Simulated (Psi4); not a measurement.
Psi4 input (wB97X-D/6-31G*):

```
memory 1500 MB

molecule {
0 2
N     1.05421900    1.19423700    0.75107800
Si    0.00843800    0.02475500   -0.00711400
N    -0.78844300   -0.93335600    1.16506300
N     1.08321400   -0.86299700   -0.98214300
O    -1.25401800    0.66832700   -0.85468700
H     0.55399700    1.97750800    1.17516900
H    -1.67805700   -0.66133600    1.55173100
H    -0.27185500   -1.54088200    1.77917200
H     0.82201600   -1.65684700   -1.54105500
H     2.07740000   -0.73465100   -0.90370900
H    -1.03240800    1.13783800   -1.66220800
symmetry c1
no_reorient
no_com
}

set {
  basis 6-31G*
  reference uks
  scf_type pk
  dft_radial_points 99
  dft_spherical_points 590
  e_convergence 1e-8
  d_convergence 1e-7
  maxiter 150
}

e = energy('wb97x-d')
print_out(f'\nFINAL {e:.10f} DIPOLE {variable("CURRENT DIPOLE")[0]:.6f} {variable("CURRENT DIPOLE")[1]:.6f} {variable("CURRENT DIPOLE")[2]:.6f}\n')
```

From the output:

```
      40A      0.608988    41A      0.702064    42A      0.759069
      43A      0.791332    44A      0.807716    45A      0.854890
      46A      0.901473    47A      0.930217    48A      0.972457
      49A      0.993429    50A      1.005399    51A      1.011504
      52A      1.023930    53A      1.035796    54A      1.058821
      55A      1.068189    56A      1.108309    57A      1.120599
      58A      1.137634    59A      1.161394    60A      1.185605
      61A      1.212962    62A      1.264365    63A      1.278011
      64A      1.315471    65A      1.353955    66A      1.499068
      67A      1.772796    68A      1.778546    69A      1.801257
      70A      1.843389    71A      1.855229    72A      1.901159
      73A      1.958589    74A      2.069453    75A      2.083257
      76A      2.152458    77A      2.269084    78A      2.286200
      79A      2.340848    80A      2.396803    81A      2.478423
      82A      2.517658    83A      2.552125    84A      2.579396
      85A      2.620287    86A      2.760874    87A      3.121794
      88A      3.756881    89A      3.785621    90A      3.825995
      91A      3.914047

    Final Occupation by Irrep:
              A
    DOCC [    24 ]
    SOCC [     1 ]
    NA   [    25 ]
    NB   [    24 ]

  @UKS Final Energy:  -532.53361543777726

   => Energetics <=

    Nuclear Repulsion Energy =            251.8045524653878431
    One-Electron Energy =               -1233.8528648484771111
    Two-Electron Energy =                 486.6485543164559999
    DFT Exchange-Correlation Energy =     -37.1303658475600713
    Empirical Dispersion Energy =          -0.0034915235839046
    VV10 Nonlocal Energy =                  0.0000000000000000
    Total Energy =                       -532.5336154377772573

  UHF NO Occupations:
  HONO-2 :   23  A 1.9993713
  HONO-1 :   24  A 1.9992016
  HONO-0 :   25  A 1.0000000
  LUNO+0 :   26  A 0.0007984
  LUNO+1 :   27  A 0.0006287
  LUNO+2 :   28  A 0.0002738
  LUNO+3 :   29  A 0.0002453

Computation Completed

Properties will be evaluated at   0.000000,   0.000000,   0.000000 [a0]

Properties computed using the SCF density matrix

 Multipole Moments:

 ------------------------------------------------------------------------------------
     Multipole            Electronic (a.u.)      Nuclear  (a.u.)        Total (a.u.)
 ------------------------------------------------------------------------------------

 L = 1.  Multiply by 2.5417464519 to convert [e a0] to [Debye]
 Dipole X            :         -0.0470613            0.0000208           -0.0470405
 Dipole Y            :         -0.1530162            0.0000076           -0.1530087
 Dipole Z            :         -0.1018896           -0.0000113           -0.1019010
 Magnitude           :                                                    0.1897585

 ------------------------------------------------------------------------------------

FINAL -532.5336154378 DIPOLE -0.047041 -0.153009 -0.101901

*** Psi4 exiting successfully. Buy a developer a beer!
```

The geometry given is a B3LYP-D3(BJ)/def2-TZVP minimum.
